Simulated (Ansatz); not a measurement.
A nudged elastic band was laid between two geometries of BBrH2O2 (6 atoms, charge 0, multiplicity 1).

Computed with UKS PBE/def2-SVP (Ansatz 0.2.0).

| Quantity | Value |
| --- | --- |
| movable images | 9 |
| climbing image | yes |
| spring | 5.0 eV/Å² |
| optimiser | quadratic models (default) |
| start path | through a guess of the saddle point |
| force threshold | 0.05 eV/Å |
| iteration limit | 60 |
| end points | relaxed |

Initial state:

```xyz
6
Properties=species:S:1:pos:R:3
O 0.532 0.862 -0.555
B -0.164 -0.159 0.026
O 0.326 -0.835 1.095
Br -1.909 -0.698 -0.659
H 0.058 1.253 -1.310
H 1.200 -0.487 1.357
```

Final state:

```xyz
6
Properties=species:S:1:pos:R:3
O 0.780 1.208 -0.743
B 0.929 0.360 0.263
O 1.058 -0.432 1.196
Br -1.910 -1.118 -0.215
H -0.070 1.073 -1.212
H -0.745 -1.156 0.664
```

(1) Which bonds break or form, and what moves?

(2) Give the energies along the band, and the barrier.

(3) What is the geometry of the highest image?

Answers

(1) Bonds broken: B2–Br4, O3–H6. Bonds formed: Br4–H6. BBrH2O2 becomes BHO2 + BrH.

(2) It converged. The highest image is number 8 of 0 to 10, 1.84 eV above the first end and 0.29 eV above the last; the last end lies 1.54 eV above the first. The profile has 2 maxima (images 2, 8) with wells between them (image 5): this band takes more than one step, which may be the mechanism or a detour left from its start path. A vibrational analysis at the climbing image gives one clearly imaginary mode, 890i cm⁻¹: a first-order saddle point. The orbitals stay closed-shell, which can raise the energy where a bond breaks towards radicals; this wasn't checked here.

```tsv
image	path coordinate (Å)	energy (eV)	B2–Br4 (Å)	O3–H6 (Å)	Br4–H6 (Å)
0	0.00	0.00	1.95	0.98	3.71
1	0.39	0.13	1.96	0.97	3.66
2	0.77	0.33	1.97	0.97	3.50
3	1.16	0.29	1.98	0.97	3.28
4	1.54	0.09	1.97	0.97	3.03
5	1.93	0.01	1.98	0.97	2.72
6	2.31	0.35	2.06	0.99	2.26
7	2.70	1.22	2.33	1.07	1.94
8	3.08	1.84	2.65	1.32	1.67
9	3.45	1.62	2.98	1.66	1.50
10	3.82	1.54	3.24	2.01	1.46
```

(3) 
```xyz
6
Properties=species:S:1:pos:R:3
O 0.779 1.128 -0.761
B 0.620 0.178 0.140
O 0.821 -0.624 1.096
Br -1.778 -0.928 -0.057
H 0.003 1.251 -1.342
H -0.402 -1.070 0.878
```

Time of the run: 120 s on 2 threads of Intel(R) Xeon(R) 6975P-C (Granite Rapids), with other jobs on the host, peak memory 0.16 GiB.
